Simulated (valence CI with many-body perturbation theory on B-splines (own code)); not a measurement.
Values are calculated unless marked as measured or tabulated.
## Hyperfine factors and g values of Co²¹⁺

Method: configuration interaction combined with many-body perturbation theory (CI+MBPT): four valence electrons over a frozen Dirac-Fock core [He], a basis of 11 s, 11 p, 9 d, 7 f, 5 g, 2 h, 1 i functions for each j, with the one-electron correlation potential Σ1, the two-electron term Σ2, the three-electron term Σ3, Breit, model QED; selected CI, second order for the rest (own B-spline code, finite nucleus).

No measured levels were compared; by estimate levels of excited configurations hold to 0.05 to 0.15 % of their energy, terms of the ground configuration to about 0.5 %. Among the levels kept, up to 250 cm⁻¹ of a level comes from second order outside the variational space, and about a tenth of that is noise between levels of different J, which matters for small intervals.

A/g_I is the dipole constant over the nuclear g factor μ/I (μ in nuclear magnetons, uniformly magnetised nucleus), B/Q the quadrupole constant per barn. Both hold the static response of the core; the bare values leave it out. Large factors of s and p1/2 electrons are usually good to 5 to 10 %; those of open d and f shells near neutrality can be off by tens of per cent, and small factors of p3/2, d and f electrons come from cancelling terms and can be off by a factor of two or in sign, in half-filled shells by more. B is blank for J = 1/2, where it vanishes, and for nearly pure S terms. Energies count from the lowest level. Levels with J = 0 are left out.

Names give the largest LS component (configuration and term), which can be under half, so a name can repeat, a term be missing and a line seem to break the LS rules; names also repeat where a configuration has a term twice. Letters in brackets count levels of one name in rising energy.

| Level | E (eV) | g | A/g_I (MHz) | A/g_I bare | B/Q (MHz/b) | B/Q bare |
| --- | --- | --- | --- | --- | --- | --- |
| 2s2 2p2 3P_1 | 11.2 | 1.497 | -2910 | -171 | 29400 | 29600 |
| 2s2 2p2 3P_2 | 17.1 | 1.358 | 56800 | 58500 | -11500 | -11600 |
| 2s2 2p2 1D_2 | 34.9 | 1.135 | 42600 | 43300 | 69800 | 70100 |
| 2s 2p3 5S°_2 | 66.2 | 1.973 | 136000 | 137000 |  |  |
| 2s 2p3 3D°_1 | 103.4 | 0.667 | -71000 | -68500 | 47500 | 47700 |
| 2s 2p3 3D°_2 | 103.7 | 1.237 | 106000 | 105000 | 78100 | 78400 |
| 2s 2p3 3D°_3 | 107.8 | 1.330 | 141000 | 140000 | -228 | -238 |
| 2s 2p3 3P°_1 | 123.8 | 1.369 | 158000 | 157000 | -48200 | -48400 |
| 2s 2p3 3P°_2 | 126.5 | 1.397 | 111000 | 111000 | -75500 | -75800 |
| 2s 2p3 3S°_1 | 145.2 | 1.778 | -49400 | -41700 | 1810 | 1820 |
| 2s 2p3 1D°_2 | 150.4 | 1.047 | 84900 | 84200 | -5440 | -5440 |
| 2s 2p3 1P°_1 | 168.3 | 1.171 | -10800 | -7430 | -581 | -601 |
| 2p4 3P_2 | 217.3 | 1.438 | 26500 | 30400 | 38000 | 38200 |
| 2p4 3P_1 | 231.3 | 1.497 | -7510 | -2820 | -28600 | -28800 |
| 2p4 1D_2 | 241.2 | 1.054 | 67000 | 67400 | -96000 | -96400 |
| 2s2 2p 3s 3P°_1 | 1039.2 | 1.377 | 161000 | 158000 | -8720 | -8760 |
| 2s2 2p 3s 3P°_2 | 1055.2 | 1.497 | 62900 | 63400 | 60300 | 60600 |
| 2s2 2p 3s 1P°_1 | 1058.2 | 1.115 | 7050 | 9710 | 38800 | 39000 |
| 2s2 2p 3p 3D_1 | 1061.3 | 0.686 | 111000 | 109000 | -2240 | -2250 |
| 2s2 2p 3p 3P_1 [a] | 1069.2 | 1.359 | -16900 | -16400 | 6730 | 6760 |
| 2s2 2p 3p 3D_2 | 1069.8 | 1.179 | 49700 | 49700 | 14400 | 14400 |
| 2s2 2p 3p 3P_1 [b] | 1081.8 | 1.187 | 26400 | 28100 | 10100 | 10100 |
| 2s2 2p 3p 3D_3 | 1083.6 | 1.332 | 23100 | 24200 | 77200 | 77500 |
| 2s2 2p 3p 3P_2 | 1084.7 | 1.351 | 38700 | 40000 | 19300 | 19400 |
| 2s2 2p 3p 3S_1 | 1084.8 | 1.767 | 27500 | 29600 | -6350 | -6380 |
| 2s2 2p 3d 3F°_2 | 1092.6 | 0.753 | 48000 | 47300 | 7700 | 7790 |
| 2s2 2p 3p 1D_2 | 1093.1 | 1.131 | 31400 | 32000 | 42000 | 42100 |
| 2s 2p2 3s 5P_1 | 1093.3 | 2.441 | 255000 | 253000 | -5220 | -5250 |
| 2s2 2p 3d 3F°_3 | 1097.8 | 1.114 | 29400 | 29100 | 3770 | 3860 |
| 2s2 2p 3d 3P°_2 [a] | 1098.4 | 1.214 | -23100 | -23000 | -7410 | -7380 |
| 2s2 2p 3d 3D°_1 | 1100.6 | 0.765 | -32800 | -32700 | -1160 | -1140 |
| 2s 2p2 3s 5P_2 | 1101.0 | 1.818 | 143000 | 143000 | 59000 | 59300 |

Q: Take the isotope of mass number 59, with I = 7/2, μ = 4.615 μN and Q = 0.42 b. What is the hyperfine structure of 2s2 2p2 1D_2?

A: From the table A = 56100 MHz, B = 29300 MHz. Shifts from the centre of gravity in MHz: F = 3/2: -489000, F = 5/2: -362000, F = 7/2: -177000, F = 9/2: 74200, F = 11/2: 400000.
